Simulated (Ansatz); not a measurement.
Calculated with Ansatz (gas phase, PBE0-D4/def2-TZVP geometries, no zero-point term in ΔE). CCSD(T)/CBS is the MP2 limit (def2-TZVPP, def2-QZVPP) plus CCSD(T) − MP2 in def2-TZVPP, frozen cores. DFT in def2-TZVPP. B3LYP here is the variant with VWN-RPA as its local correlation; programs differ in this. One conformer a species, not always the lowest.

Consider the redistribution: `C[SiH]1[O][AlH]1` + `BCC(O)[SiH3]` → `C[SiH]1[O][Al]1[OH]` + `BCC[SiH3]`.

```csv
level,ΔE (kJ/mol),difference from CCSD(T)/CBS
PBE-D4,-216.8,13.5
r2SCAN-D4,-229.6,0.7
PBE0-D4,-220.9,9.4
B3LYP-D4,-222.8,7.5
ωB97X-V,-217.9,12.4
ωB97M-V,-223.6,6.7
B2PLYP,-231.5,-1.2
PBE,-218.4,11.9
r2SCAN,-230.1,0.2
PBE0,-222.2,8.1
B3LYP,-225.3,5.0
HF/def2-TZVPP,-222.8,7.5
MP2/def2-TZVPP,-242.0,-11.7
SCS-MP2/def2-TZVPP,-234.4,-4.1
CCSD/def2-TZVPP,-228.6,1.7
CCSD(T)/def2-TZVPP,-228.7,1.6
HF/def2-QZVPP,-223.8,6.5
MP2/def2-QZVPP,-243.2,-12.9
SCS-MP2/def2-QZVPP,-235.8,-5.5
HF/CBS(def2),-223.9,6.4
MP2/CBS(def2),-243.5,-13.2
CCSD/CBS(def2),-230.1,0.2
CCSD(T)/CBS,-230.3,0
```

Largest T1 diagnostic among the species: 0.015.

From PBE to PBE0 (25 % exact exchange), in def2-TZVPP and without D4, ΔE moves by −3.8 kJ/mol. In def2-TZVPP, CCSD(T) changes the Hartree–Fock value by −5.9 kJ/mol (the triples alone add −0.1 kJ/mol) and MP2 by −19.2 kJ/mol.
